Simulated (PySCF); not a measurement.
**Two-dimensional NMR puzzle**

Compound of formula C$_{7}$H$_{14}$Si. Correlations simulated from computed shifts and the bond graph:

HSQC (one-bond C–H):
```tsv
δH	δC
6.12	132.8
5.34	118.3
4.83	118.3
1.97	22.6
1.91	29.2
1.83	23.1
```

COSY cross peaks (H two or three bonds apart, from the bond graph; peaks can be absent where the dihedral angle is near 90°):
```tsv
δH	δH
5.34	4.83
3.99	1.83
```

HMBC (two and three bonds, from the bond graph):
```tsv
δH	δC
6.12	153.2, 143.4, 118.3, 29.2, 23.1, 22.6
5.34	153.2, 132.8, 23.1
4.83	153.2, 132.8, 23.1
3.99	153.2, 23.1
1.97	143.4, 132.8, 29.2
1.91	143.4, 132.8, 22.6
1.83	153.2, 132.8, 118.3
```

Carbons without hydrogens: δ 153.2, 143.4.

[PySCF: PBE0/pcSseg-1 with gauge-including orbitals; GFN2-xTB structure; no solvent; non-relativistic Hamiltonian; single conformer; one averaged value for each set of equivalent atoms]

δ = σ(ref) − σ, references computed at the same level: 1H and 13C vs TMS.

Exchangeable hydrogens are left out of these lists.

Q: Which molecule is this?

A: `InChI=1S/C7H14Si/c1-6(2)4-7(3)5-8/h4H,3,5H2,1-2,8H3`.

Atoms are numbered as in `[CH2:1]=[C:2]([CH:3]=[C:4]([CH3:5])[CH3:6])[CH2:7][SiH3:8]`; H(Xn) means a hydrogen on atom n. Ha(C1) is cis to C3; Hb(C1) is trans to C3.

δC 153.2 is C2, a fully substituted alkene carbon. δC 143.4 is C4, a fully substituted alkene carbon. δC 132.8 is C3, an alkene CH (δH 6.12). δC 118.3 is C1, a terminal =CH2 carbon (δH 5.34, 4.83). δC 29.2 is C6, an allylic methyl carbon (δH 1.91). δC 23.1 is C7, an allylic sp3 CH2 bonded to Si (δH 1.83). δC 22.6 is C5, an allylic methyl carbon (δH 1.97). HMBC from δH 6.12 reaches the proton-free carbons C2, C4. HMBC from δH 5.34 reaches the proton-free carbon C2. HMBC from δH 4.83 reaches the proton-free carbon C2. HMBC from δH 3.99 reaches the proton-free carbon C2. COSY links 5.34–4.83, 3.99–1.83.

The shifts were computed for this structure.

Shifts are as computed. Against solution values, carbons near 30 ppm lie about +3 ppm off and those near 130 ppm about +5 ppm. Of 1211 compounds with measured shifts, 218 miss one by over three times the rms of a fit or turn the order of signals round; such compounds aren't used in these exercises.
